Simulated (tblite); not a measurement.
Compound: C7H9O (doublet state).
Geometry (GFN2-xTB, Å), atoms numbered from 1 in this order:
```xyz
17
C7H9O angstrom
C     -2.8241    0.5464    0.9003
C     -1.5303    0.3807    0.5499
C     -0.3865    0.9148    1.1853
C      0.7768    0.5086    0.5141
C      0.4395   -0.2807   -0.5522
O      1.2104   -0.8939   -1.4753
C      2.6023   -0.7154   -1.3572
C     -1.0489   -0.4348   -0.6284
H     -3.6225    0.0912    0.3425
H     -3.0968    1.1415    1.7533
H     -0.4075    1.5408    2.0577
H      1.7725    0.7875    0.8099
H      3.0511   -1.2743   -2.1762
H      2.9709   -1.1035   -0.4024
H      2.8734    0.3416   -1.4417
H     -1.4410   -0.0563   -1.5745
H     -1.3465   -1.4822   -0.5487
```

Computed values, GFN2-xTB/tblite, gas phase, harmonic and unscaled. The method is semi-empirical: single wavenumbers can be off by several per cent or more. One conformer, not necessarily the lowest. Open shells enter through the occupations alone, without spin polarisation, and single modes of such species can be off by tens of per cent.

Harmonic wavenumbers (cm⁻¹): 85.8, 158.5, 187.8, 204.7, 304.5, 327.8, 411.5, 443.1, 517.1, 591.7, 604.8, 693.4, 744.4, 785.0, 831.6, 901.5, 904.3, 919.2, 960.2, 1048.8, 1074.6, 1078.1, 1120.4, 1154.7, 1193.5, 1211.2, 1279.8, 1330.4, 1367.2, 1398.2, 1405.7, 1418.5, 1462.9, 1478.5, 1547.2, 1586.1, 2935.2, 2951.1, 2956.8, 2980.6, 3031.7, 3115.7, 3127.6, 3144.3, 3147.6.

A = 6349, B = 1272, C = 1074 MHz; mass 109.065 u (most abundant isotopes); point group Cs, symmetry number 1; spin multiplicity 2.

**Question.** What is the zero-point energy?

**Answer.** ½Σν̃ = 30062 cm⁻¹ = 359.61 kJ/mol.

**Question.** What is S at 273.15 K and 1 bar for an ideal gas of classical rigid rotors and harmonic oscillators?

**Answer.** Translation 165.55, rotation 116.09, vibration 69.49, spin (R ln 2) 5.76: S = 356.9 J/(mol K).

**Question.** And Cp and H(273.15 K) − H(0)?

**Answer.** Cp = 125.76 J/(mol K), of which vibrations give 92.50 (their classical limit is 45 R = 374.2); H(273.15 K) − H(0) = 20.36 kJ/mol without the zero-point energy, 11.28 from vibrations.

**Question.** Which modes carry the vibrational entropy at 273.15 K?

**Answer.** 85.8 cm⁻¹: 14.99; 158.5 cm⁻¹: 10.05; 187.8 cm⁻¹: 8.74; 204.7 cm⁻¹: 8.08; 304.5 cm⁻¹: 5.22; 327.8 cm⁻¹: 4.73 J/(mol K); the other 39 give 17.67 together.

**Question.** What must be added to the electronic energy to get the Gibbs energy at 273.15 K and 1 bar?

**Answer.** ZPE + [H(273.15 K) − H(0)] − T·S = 359.61 + 20.36 − 97.48 = 282.49 kJ/mol.

**Question.** Blend soft modes into free rotors: weight 1/[1 + (100 cm⁻¹/ν̃)⁴] for the oscillator and the rest for a rotor with moment μB/(μ + B), μ = h/(8π²ν), B = 10⁻⁴⁴ kg m². What vibrational entropy results?

**Answer.** 67.75 J/(mol K) in place of 69.49, which changes −T·S at 273.15 K by +0.48 kJ/mol.

Hindered rotation and anharmonicity are outside this model. Other conformers, if any are populated, would add a mixing term that is left out.

Time: 0.53 s. Hardware: one thread of an Arm Neoverse V1, shared host with 32 logical CPUs at a one-minute load of 24. This covers the Hessian and the dipole derivatives.
